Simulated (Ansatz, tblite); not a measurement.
Cost and result up the ladder for Li11⁻ (11 atoms). Charge -1, multiplicity 1. Geometry: B3LYP/def2-SVPD.

| atom | x (Å) | y (Å) | z (Å) |
| --- | --- | --- | --- |
| Li1 | -2.566 | -0.303 | 0.907 |
| Li2 | 1.792 | 1.762 | 0.078 |
| Li3 | 0.312 | -0.712 | 1.347 |
| Li4 | -0.272 | 3.813 | -1.050 |
| Li5 | -0.612 | 0.879 | -1.127 |
| Li6 | -1.501 | -2.816 | 2.353 |
| Li7 | -0.992 | -2.217 | -0.667 |
| Li8 | 1.639 | 1.890 | -2.827 |
| Li9 | 1.222 | -3.494 | 0.727 |
| Li10 | -0.733 | 2.161 | 1.518 |
| Li11 | 1.712 | -0.962 | -1.258 |

Ansatz on 4 threads of Arm Neoverse V1 on a shared host; xTB runs through tblite on one thread. Times are rough, summed over both states, and most runs start from the orbitals of an earlier one. No level here is sound enough to serve as a yardstick. The other state is a doublet.

The xTB rows come from tblite. The structure comes from a short search, and lower isomers may exist.

Raw xTB energies of ions are shifted by several eV.

```json
{"level": "GFN1-xTB", "functions": "44", "wall time": "0.013 s", "vertical IE (eV)": "8.53", "remarks": "–"}
{"level": "GFN2-xTB", "functions": "44", "wall time": "0.043 s", "vertical IE (eV)": "3.76", "remarks": "–"}
{"level": "PBE/def2-TZVPD", "functions": "187", "wall time": "9.2 s", "vertical IE (eV)": "1.25", "remarks": "restricted SCF unstable in HF (-1 singlet)"}
{"level": "PBE0/def2-TZVPD", "functions": "187", "wall time": "20 s", "vertical IE (eV)": "1.18", "remarks": "restricted SCF unstable in HF (-1 singlet), spin-contaminated (⟨S²⟩ 0.83) (doublet)"}
```
